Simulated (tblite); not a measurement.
C4H7FGeO2.
Numbering: `[O:1]=[C:2]([OH:3])[GeH2:4]/[CH:5]=[CH:6]/[CH2:7][F:8]` (hydrogens: H9 on O3; H10, H11 on Ge4; H12 on C5; H13 on C6; H14, H15 on C7)

Computed with GFN2-xTB (tblite), gas phase: L-BFGS steps from a force-field or distance-geometry start until the largest atomic force falls under 0.01 eV/Å.

Geometry at step 8:
```
atom  x, y, z in Å
O1     -3.6056    0.0656   -0.8945
C2     -2.5187    0.1498   -0.3962
O3     -2.1322    1.2299    0.2759
Ge4    -1.1680   -1.2923   -0.5024
C5      0.6454   -0.6282   -0.6813
C6      1.1778    0.1152    0.2798
C7      2.5443    0.7222    0.1967
F8      3.3549    0.2433    1.2076
H9     -2.8611    1.8779    0.2788
H10    -1.5409   -2.0913   -1.7090
H11    -1.2943   -2.1531    0.7207
H12     1.2053   -0.7949   -1.5933
H13     0.6385    0.2940    1.2032
H14     3.0308    0.4548   -0.7504
H15     2.5195    1.8151    0.3311
```

Task: Give the atomic forces at this geometry.

Result: 
```tsv
atom	Fx (eV/Å)	Fy (eV/Å)	Fz (eV/Å)
O1	-0.203	-0.051	-0.110
C2	-0.035	0.021	-0.023
O3	0.023	0.001	0.028
Ge4	-0.015	-0.226	-0.105
C5	0.087	0.287	0.127
C6	0.175	0.063	0.036
C7	0.076	-0.031	0.016
F8	-0.076	0.021	-0.033
H9	0.101	0.087	0.089
H10	-0.065	-0.106	0.003
H11	-0.028	0.017	-0.016
H12	-0.071	-0.036	0.018
H13	0.067	0.010	-0.041
H14	0.016	0.091	0.088
H15	-0.053	-0.146	-0.074
```

The largest, 0.33 eV/Å, acts on C5; the rms over all components is 0.092 eV/Å. The forces sum to zero within rounding, as they must for an isolated molecule in no field.

Task: Give the force on C5 in Eh/bohr and in nN.

Result: 0.326 eV/Å ÷ 51.422 = 0.00633 Eh/bohr, and 0.326 eV/Å × 1.602 = 0.52 nN.

Task: How far is this geometry from the end of the optimisation?

Result: 0.077 eV above it, and 0.553 Å rms away after alignment. The bonds farthest from their final lengths, with half the difference of the two atoms' forces along the bond (positive lengthens):

| bond | now (Å) | final (Å) | force along bond (eV/Å) |
| --- | --- | --- | --- |
| C2–Ge4 | 1.979 | 1.992 | +0.10 |
| Ge4–C5 | 1.939 | 1.949 | +0.12 |
| C7–F8 | 1.381 | 1.374 | -0.07 |
| Ge4–H10 | 1.494 | 1.500 | -0.07 |
| C2–O3 | 1.330 | 1.332 | +0.01 |
| C7–H15 | 1.101 | 1.099 | -0.06 |

The angle farthest from its final value is O3–C2–Ge4, 114.9° against 109.1°.

Of the 2 listed bonds off by 0.010 Å or more, this force points towards the final length in 2.

The cost below is that of the whole relaxation. Time: 0.81 s. Hardware: Arm Neoverse V1, one thread, on a shared host.
